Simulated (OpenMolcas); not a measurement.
## Multiconfigurational calculation on Zr²⁺

Input:

```
&GATEWAY
Coord
1

Zr 0.0 0.0 0.0
Basis=ANO-R2
Group=XYZ
NoMove
AngMom=0.0 0.0 0.0
AMFI
&SEWARD
* reference wave functions (RASSCF and RASSI steps not shown): 2 electrons in 5 orbitals (4d)
>>> COPY JOB001 $Project.JobIph
&CASPT2
Multistate=10 1 2 3 4 5 6 7 8 9 10
Frozen=8 6
IPEA=0.25
Sig2=0.3
MaxIter=60
WThr=0.0 0.3 0.05
PrWF=0.5
NoMix
>>> COPY JOB002 $Project.JobIph
&CASPT2
Multistate=15 1 2 3 4 5 6 7 8 9 10 11 12 13 14 15
Frozen=8 6
IPEA=0.25
Sig2=0.3
MaxIter=60
WThr=0.0 0.3 0.05
PrWF=0.5
NoMix
```

Output, cut to the results:

```
--- CASPT2 ---
Orbital specifications:
      -----------------------

      Symmetry species                           1   2
                                                ag  au
      Frozen orbitals                            8   6
      Inactive orbitals                          1   3
      Active orbitals                            5   0
      Secondary orbitals                        22  20
      Deleted orbitals                           0   0
      Number of basis functions                 36  29
Type of calculation                        MS-CASPT2
      Fock operator                              state-specific
      IPEA shift                                 0.25
      Real shift                                 0.00
      Imaginary shift                            0.00
      Sigma^2 regularizer                        0.30
      The input orbitals will be transformed to quasi-canonical
Reference energy:       -3595.5704299080
      E2 (Non-variational):      -0.2346772724
      Shift correction:          -0.0000021348
      E2 (Variational):          -0.2346794072
      Total energy:           -3595.8051093152
      Residual norm:              0.0000001353
      Reference weight:           0.94729
      Contributions to the CASPT2 correlation energy
      Active & Virtual Only:         -0.0051798523
      One Inactive Excited:          -0.0796023342
      Two Inactive Excited:          -0.1498950859
Reference energy:       -3595.5704299080
      E2 (Non-variational):      -0.2343677134
      Shift correction:          -0.0000017513
      E2 (Variational):          -0.2343694647
      Total energy:           -3595.8047993728
      Residual norm:              0.0000000950
      Reference weight:           0.94749
      Contributions to the CASPT2 correlation energy
      Active & Virtual Only:         -0.0051169889
      One Inactive Excited:          -0.0794319047
      Two Inactive Excited:          -0.1498188198
::    CASPT2 Root  1     Total energy:  -3595.80510932
::    CASPT2 Root  2     Total energy:  -3595.80479937
::    CASPT2 Root  3     Total energy:  -3595.80586747
::    CASPT2 Root  4     Total energy:  -3595.80671887
::    CASPT2 Root  5     Total energy:  -3595.80515273
::    CASPT2 Root  6     Total energy:  -3595.80514852
::    CASPT2 Root  7     Total energy:  -3595.80552823
::    CASPT2 Root  8     Total energy:  -3595.76987771
::    CASPT2 Root  9     Total energy:  -3595.76987769
::    CASPT2 Root 10     Total energy:  -3595.76987767
::    MS-CASPT2 Root  1     Total energy:  -3595.80716671
::    MS-CASPT2 Root  2     Total energy:  -3595.80613432
::    MS-CASPT2 Root  3     Total energy:  -3595.80594083
::    MS-CASPT2 Root  4     Total energy:  -3595.80538559
::    MS-CASPT2 Root  5     Total energy:  -3595.80471120
::    MS-CASPT2 Root  6     Total energy:  -3595.80464225
::    MS-CASPT2 Root  7     Total energy:  -3595.80439383
::    MS-CASPT2 Root  8     Total energy:  -3595.76986890
::    MS-CASPT2 Root  9     Total energy:  -3595.76985905
::    MS-CASPT2 Root 10     Total energy:  -3595.76985489
--- CASPT2 ---
Orbital specifications:
      -----------------------

      Symmetry species                           1   2
                                                ag  au
      Frozen orbitals                            8   6
      Inactive orbitals                          1   3
      Active orbitals                            5   0
      Secondary orbitals                        22  20
      Deleted orbitals                           0   0
      Number of basis functions                 36  29
Type of calculation                        MS-CASPT2
      Fock operator                              state-specific
      IPEA shift                                 0.25
      Real shift                                 0.00
      Imaginary shift                            0.00
      Sigma^2 regularizer                        0.30
      The input orbitals will be transformed to quasi-canonical
Reference energy:       -3595.5330780757
      E2 (Non-variational):      -0.2474271758
      Shift correction:          -0.0007645076
      E2 (Variational):          -0.2481916834
      Total energy:           -3595.7812697590
      Residual norm:              0.0000001387
      Reference weight:           0.93877
      Contributions to the CASPT2 correlation energy
      Active & Virtual Only:         -0.0157150206
      One Inactive Excited:          -0.0777448922
      Two Inactive Excited:          -0.1539672630
Reference energy:       -3595.5330780757
      E2 (Non-variational):      -0.2474058189
      Shift correction:          -0.0007644529
      E2 (Variational):          -0.2481702718
      Total energy:           -3595.7812483475
      Residual norm:              0.0000001340
      Reference weight:           0.93878
      Contributions to the CASPT2 correlation energy
      Active & Virtual Only:         -0.0157150074
      One Inactive Excited:          -0.0777173248
      Two Inactive Excited:          -0.1539734867
::    CASPT2 Root  1     Total energy:  -3595.78126976
::    CASPT2 Root  2     Total energy:  -3595.78124835
::    CASPT2 Root  3     Total energy:  -3595.78127856
::    CASPT2 Root  4     Total energy:  -3595.78125722
::    CASPT2 Root  5     Total energy:  -3595.78127596
::    CASPT2 Root  6     Total energy:  -3595.75992515
::    CASPT2 Root  7     Total energy:  -3595.76052301
::    CASPT2 Root  8     Total energy:  -3595.76011170
::    CASPT2 Root  9     Total energy:  -3595.75920079
::    CASPT2 Root 10     Total energy:  -3595.75881659
::    CASPT2 Root 11     Total energy:  -3595.75968140
::    CASPT2 Root 12     Total energy:  -3595.75947077
::    CASPT2 Root 13     Total energy:  -3595.75907522
::    CASPT2 Root 14     Total energy:  -3595.75933939
::    CASPT2 Root 15     Total energy:  -3595.70025624
::    MS-CASPT2 Root  1     Total energy:  -3595.78134615
::    MS-CASPT2 Root  2     Total energy:  -3595.78131907
...
```

Levels above the lowest, from the spin-orbit matrix with the single-state CASPT2 energies, averaged by term, on its diagonal:

```
Configuration  Term  J  E (cm⁻¹)  Measured (cm⁻¹)      g  Term weight %
          4d²    ³F  2       0.0              0.0  0.670             99
          4d²    ³F  3       705              681  1.084            100
          4d²    ³F  4      1537             1486  1.250            100
          4d²    ¹D  2      6170             5742  1.019             94
          4d²    ³P  0      8240             8062                   100
          4d²    ³P  1      8520             8326  1.501            100
          4d²    ³P  2      9070             8838  1.478             95
          4d²    ¹G  4     11010            11049  1.000            100
          4d²    ¹S  0     24080            23979                   100
```

Against the 8 measured excited levels shown (Moore, Atomic Energy Levels, vol. II, NSRDS-NBS 35 (1971 reprint of NBS Circular 467, 1952); NIST levels as listed in Rynkun, Gaigalas and Jonsson, Astron. Astrophys. 637, A10 (2020)) the mean absolute deviation is 160 cm-1; the largest miss in energy is 4d² ¹D₂: computed 6170, measured 5742 cm⁻¹ (+7.4 %).

CASPT2 breaks the degeneracy within a term, and the mean is taken; among the terms shown or strongly mixed into the levels shown the widest spread is 420 cm-1 (4d² ³F). Levels of configurations with an s electron are missing; early in the row they begin among the upper levels of the d shell and mix with terms of their name. Measured partners are found by configuration, term and J. A level has none where our copy of the source lacks it or the pairing is in doubt (some pairs that miss far off the trend of their configuration count as doubtful), and it then counts in no deviation. Only configurations of the active space appear.

The term weight is that of the spin-free term in the level, not the purity of its configuration.
